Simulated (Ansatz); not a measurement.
The cluster Be₃⁻ was relaxed with B3LYP (def2-TZVPD) in Ansatz in these states: charge -1 doublet, charge -1 quartet. The geometries follow in no particular order.

A:

```xyz
3

Be    0.297   -1.144   -0.259
Be   -0.835    0.573   -0.661
Be    0.539    0.571    0.919
```

B:

```xyz
3

Be   -0.250    1.145    0.392
Be    0.528   -0.312   -1.072
Be   -0.278   -0.833    0.680
```

Q: Judge from the bond lengths which geometry belongs to which state (an estimate).

A: A is the charge -1 doublet (Be1–Be2 2.095 Å, Be2–Be3 2.094 Å, Be1–Be3 2.094 Å); B is the charge -1 quartet (Be1–Be2 2.207 Å, Be2–Be3 1.998 Å, Be1–Be3 1.998 Å).

At B3LYP/def2-TZVPD the highest occupied level of the charge -1 doublet lies above zero (up to 0.23 eV). By energy differences its removal costs 1.63 eV (vertical, to the charge 0 singlet, at PBE/def2-TZVPD). At B3LYP/def2-TZVPD the highest occupied level of the charge -1 quartet lies above zero (up to 0.15 eV). It is a level of α spin, whose loss leaves a triplet; that state wasn't run at this geometry and level. The electron is either unbound and held by the finite basis, or the level is raised by self-interaction error. At PBE0/def2-TZVPD a doublet lies 0.44 eV below the charge -1 quartet. These are the stationary points nearest to one start from a short search; other shapes may lie lower in each state.
